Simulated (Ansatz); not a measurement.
Two isomers of C2H9BOSi: A = `B[SiH2]COC`, B = `COB(C)[SiH3]`.

Program: Ansatz. Geometries: PBE0-D4/def2-TZVP. ΔE: electronic, gas phase. CCSD(T)/CBS adds triple-zeta CCSD(T) − MP2 to the extrapolated MP2 energy (def2 sets, frozen cores). Functionals use def2-TZVPP. B3LYP here is the variant with VWN-RPA as its local correlation; programs differ in this. Each species was taken in one conformer, which may not be the lowest.

Problem. Which is lower in electronic energy at CCSD(T)/CBS, and by how much? (An estimate is asked.)

Solution. Ansatz gave: B, by 256.6 kJ/mol.

Problem. Give E(B) − E(A) in kJ/mol with B3LYP, PBE0-D4, CCSD(T)/def2-TZVPP, CCSD/def2-TZVPP, MP2/def2-TZVPP, PBE-D4, ωB97M-V. (Best estimate.)

Solution. Computed: B3LYP -254.7, PBE0-D4 -259.5, CCSD(T)/def2-TZVPP -256.7, CCSD/def2-TZVPP -253.6, MP2/def2-TZVPP -261.8, PBE-D4 -261.0, ωB97M-V -257.8. None reverses the order clearly.

Largest T1 diagnostic: 0.014.

In def2-TZVPP, CCSD(T) changes the Hartree–Fock value by −16.7 kJ/mol (the triples alone add −3.1 kJ/mol) and MP2 by −21.8 kJ/mol.
